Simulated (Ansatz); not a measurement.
Vertical singlet–triplet gap (eV) of eight silicon and germanium compounds: PBE beside PBE0, computed with Ansatz (a quantum-chemistry and plane-wave program) for isolated molecules in the bases named; differences from unrounded values. The eight are the first of their class met in an unordered collection, after screening for sound electronic states; none was chosen by its value. Functionals give these values as differences of separate SCF runs (ΔSCF), EOM-CCSD as a root; each molecule has one DFT geometry for both levels.

```csv
molecule,basis,PBE0,PBE,difference
"FH6N3Si, SMILES N[Si](N)(N)F",def2-SVPD,6.05,5.51,-0.55
"aminosilylimino(oxo)methane (CH4N2OSi), SMILES N[SiH2]N=C=O",def2-SVPD,6.30,5.85,-0.45
"2,2-difluoro-1-silylethanone (C₂H₄F₂OSi), SMILES C(F)(C([SiH3])=O)F",def2-TZVPD,2.53,2.51,-0.03
"Ge(OH)4 (GeH4O4), SMILES [OH][Ge]([OH])([OH])[OH]",def2-SVPD,7.02,5.97,-1.05
"C2H6O2Si, SMILES O[SiH]1COC1",def2-SVPD,5.89,5.42,-0.48
"SiHClBr2, SMILES Cl[SiH](Br)Br",def2-SVPD,6.01,5.52,-0.50
"trisilylamine (H9NSi3), SMILES N([SiH3])([SiH3])[SiH3]",def2-SVPD,5.49,5.05,-0.44
"Si(H)(F)(Br)(NH2) (BrFH3NSi), SMILES N[SiH](F)Br",def2-SVPD,6.68,6.30,-0.38
```

PBE lies below PBE0 in 8 and above it in 0 of the eight; the mean signed difference is -0.48 and the largest -1.05 eV.
